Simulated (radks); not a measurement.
Q: The mean radii <r> (bohr) of the occupied orbitals of an atom or ion are listed with their occupations. Method: Dirac Kohn-Sham, PBEsol, spin-unpolarised, spherical densities, finite nucleus; Fermi nuclear charge, rms radius of each element as measured or else 0.836 A^(1/3) + 0.57 fm; computed with a radial shooting solver on a logarithmic mesh with Libxc functionals.

| orbital | occ. | <r> |
|---|---|---|
| 1s1/2 | 2 | 0.04702 |
| 2s1/2 | 2 | 0.2099 |
| 2p1/2 | 2 | 0.1813 |
| 2p3/2 | 4 | 0.1849 |
| 3s1/2 | 2 | 0.6246 |
| 3p1/2 | 2 | 0.6401 |
| 3p3/2 | 4 | 0.6509 |
| 3d3/2 | 4 | 0.7321 |
| 3d5/2 | 6 | 0.7374 |
| 4s1/2 | 2 | 2.029 |
| 4p1/2 | 1 | 2.518 |

Name the element and its charge. Open shells, if any, fill j = l - 1/2 first.

A: Z = 32, germanium, charge +1: Ge+ in [Ar] 3d10 4s2 4p1. The 1s radius gives Z: for a bare nucleus <r> = (2 gamma + 1)/(2Z) with gamma = sqrt(1 - (Z/c)^2), 0.04601 bohr for Z = 32, and screening makes it slightly larger (0.04702 here). The occupations add up to 31, and the charge is Z minus that.
